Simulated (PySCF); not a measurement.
Compound: 5,5-difluoro-1,3-dioxane, C₄H₆F₂O₂.
SMILES with atom numbers: `[F:1][C:2]1([F:3])[CH2:4][O:5][CH2:6][O:7][CH2:8]1` (hydrogens: H9, H10 on C4; H11, H12 on C6; H13, H14 on C8)

Cartesian coordinates in Å at the GFN2-xTB level; atoms count from 1:
```xyz
14
C4H6F2O2 angstrom
F      1.5054    0.5013   -1.5319
C      1.1186    0.2119   -0.2641
F      2.2684    0.2454    0.4735
C      0.1462    1.2721    0.2684
O     -1.1558    1.0641   -0.2189
C     -1.6022   -0.2380    0.0170
O     -0.8244   -1.1987   -0.6329
C      0.5077   -1.1928   -0.1836
H      0.4555    2.2651   -0.0622
H      0.1708    1.2200    1.3684
H     -1.6216   -0.4401    1.1083
H     -2.6058   -0.3076   -0.4055
H      1.0625   -1.8807   -0.8241
H      0.5741   -1.5225    0.8653
```

The calculation used TDDFT PBE0/def2-SVPD, vertical, gas phase, core orbitals frozen in the response (PySCF 2.14.0, density-fitted response routines).

List the vertical singlet excitations with oscillator strengths and describe the spectrum.

```
state  λ (nm)  E (eV)       f  |μ| (D)  main configurations (H = HOMO, L = LUMO)
   S1   164.8    7.53  0.0002     0.09                                 H→L (92%)
   S2   156.7    7.91   0.035     1.08                               H-1→L (89%)
   S3   153.1    8.10  0.0050     0.40                               H→L+1 (87%)
   S4   146.6    8.45  0.0036     0.33                               H→L+3 (84%)
   S5   146.6    8.46   0.020     0.78                               H→L+2 (88%)
   S6   145.0    8.55   0.061     1.38                             H-1→L+1 (81%)
   S7   142.2    8.72   0.034     1.01                H→L+4 (71%), H-1→L+2 (15%)
   S8   141.7    8.75  0.0000     0.03    H-1→L+2 (68%), H→L+4 (13%), H-2→L (9%)
```

Triplets (Tamm–Dancoff): T1 7.35 eV, H→L (78%), H→L+1 (12%); T2 7.59 eV, H-1→L (84%); T3 7.83 eV, H→L+1 (69%), H→L (17%).

The lowest singlet lies at 7.53 eV (165 nm, vacuum ultraviolet) and is dark (f under 0.0005); its leading configuration is HOMO→LUMO (92%). The most intense listed level is S6 at 8.55 eV (145 nm, f = 0.061), 1.03 eV above S1. S4/S5 lie within about 0.01 eV of each other. Löwdin shares by element: HOMO oxygen 58%, carbon 18% or more (atoms not listed hold the other 25%); LUMO carbon 37% or more, hydrogen 11% or more (atoms not listed hold the other 53%). Weighted by f, the mean energy of these states is 8.42 eV. Orbital energies (eV): HOMO-3 -10.45, HOMO-2 -9.85, HOMO-1 -8.58, HOMO -8.22, LUMO 0.54, LUMO+1 1.17, LUMO+2 1.37. The oscillator strengths of these states sum to 0.159; summed over the whole spectrum of an exact calculation they would give the number of electrons, 64 (Thomas–Reiche–Kuhn). Only the lowest 8 singlets were computed, as vertical energies without vibronic structure.

On x86-64 server, one thread, on a shared host, this took 58 s.

One conformer stands for the species.
